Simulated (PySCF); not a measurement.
H8Si4, SMILES [SiH2]1[SiH2][SiH2][SiH2]1.

Geometry: PBE0-D3(BJ)/def2-SVP.

Two levels are set side by side: TDA-PBE/def2-SVPD (PySCF) and TDA-LC-ωPBE/def2-SVPD (PySCF). Vertical, same geometry. The lowest singlet is HOMO→LUMO 100 % with PBE and HOMO→LUMO 96 % with the other functional; states are paired by order. Differences are taken from unrounded values.

```
quantity                               TDA-LC-ωPBE
-------------------------------------  -----------
lowest singlet excitation (eV)                5.41
lowest triplet excitation (TDA) (eV)          5.01
first bright state (f over 0.05) (eV)         6.90
its oscillator strength                       0.31
```

Question: What does TDA-PBE give, and how far is it from TDA-LC-ωPBE? (An estimate is asked for; the answer gives what the named calculation found.)

Answer: 
| quantity | TDA-PBE | TDA-PBE minus TDA-LC-ωPBE |
|---|---|---|
| lowest singlet excitation (eV) | 4.78 | -0.63 |
| lowest triplet excitation (TDA) (eV) | 4.56 | -0.45 |
| first bright state (f over 0.05) (eV) | 5.70 | -1.20 |
| its oscillator strength | 0.11 | -0.20 |

A lower first singlet is the usual sign of a functional without exact exchange. Differences between two approximate levels are no errors against the true value.

Rough cost on one machine, each run with all the roots and properties that it gave: TDA-LC-ωPBE against TDA-PBE about 4 times.
